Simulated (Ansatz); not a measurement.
Frontier orbitals of C₂H₄AlCl.

Cartesian coordinates in Å:
```
Cl -0.346 1.045 3.082
C 0.189 -0.667 0.084
C 0.212 -0.676 -1.252
Al -0.290 0.967 0.983
H 0.445 -1.591 0.599
H 0.472 -1.559 -1.832
H -0.032 0.208 -1.838
H -0.649 2.272 0.173
```

Total charge 0; spin multiplicity 1. The bonds changed during the relaxation, so this is another structure than the one it started from. The geometry is a stationary point of PBE0-D4/def2-TZVP. Basis def2-TZVPP, the Gaussian-basis code of Ansatz.

```
functional  HOMO (eV)  LUMO (eV)  gap (eV)
       PBE      -6.97      -2.46      4.51
      PBE0      -8.28      -1.61      6.67
     B3LYP      -8.08      -1.81      6.27
   r2SCAN0      -8.47      -1.48      6.99
   ωB97M-V     -10.48       0.19     10.67
```

A quarter of exact exchange (PBE0) shifts PBE's HOMO by −1.31 eV and its LUMO by +0.85 eV; full exchange at long range (ωB97M-V) shifts them by −3.51 and +2.65 eV. The gap opens from 4.51 to 10.67 eV, since occupied levels lose self-interaction and empty ones feel all the electrons. A positive LUMO is unbound and depends on the basis.

B3LYP here is the variant with VWN-RPA as its local correlation; programs differ in this.
